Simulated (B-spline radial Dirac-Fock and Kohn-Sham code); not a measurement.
Dipole and non-dipole photoemission parameters of Tl³⁺ 4d5/2

System: the Tl³⁺ ion, 1s2 2s2 2p6 3s2 3p6 3d10 4s2 4p6 4d10 4f14 5s2 5p6 5d10; threshold 415.6 eV (orbital energy of the model). The computed values come from a radial atomic solver: Dirac-Hartree-Slater photoionisation with a Latter tail; cross sections with all multipoles, angular parameters from the dipole term and its interference with E2.

For linearly polarised light dσ/dΩ = σ/(4π) [1 + β P₂(cos θ) + (δ + γ cos²θ) sin θ cos φ], with θ from the polarisation vector and φ the angle between the beam and the projection of the electron momentum on the plane normal to the polarisation.

| hν (eV) | σ (kb) | β | γ | δ |
| --- | --- | --- | --- | --- |
| 482 | 298 | -0.738 | -0.049 | 0.057 |
| 530 | 345 | -0.539 | -0.149 | 0.129 |
| 600 | 376 | -0.149 | -0.052 | 0.156 |
| 1070 | 277 | 0.943 | 0.128 | 0.021 |
| 1253.6 | 224 | 1.081 | 0.049 | 0.010 |
| 1470 | ? | ? | ? | ? |
| 2650 | 54.9 | 1.349 | 0.038 | 0.025 |
| 2810 | 48.1 | 1.352 | 0.069 | 0.028 |
| 4000 | 20.3 | 1.339 | 0.337 | 0.051 |
| 4060 | 19.5 | 1.337 | 0.351 | 0.052 |
| 4470 | 15.2 | 1.324 | 0.445 | 0.060 |
| 5414.7 | 8.98 | 1.287 | 0.652 | 0.078 |
| 7750 | 3.16 | 1.192 | 1.081 | 0.124 |
| 9251.7 | 1.84 | 1.134 | 1.304 | 0.153 |
| 10200 | 1.35 | 1.100 | 1.428 | 0.172 |
| 10900 | 1.09 | 1.076 | 1.512 | 0.186 |
| 13600 | 0.527 | 0.992 | 1.789 | 0.240 |
| 15000 | 0.379 | 0.953 | 1.908 | 0.267 |

**Question.** Give the values at 1470 eV.

**Answer.** σ = 175 kb, β = 1.182, γ = -0.015, δ = 0.006.
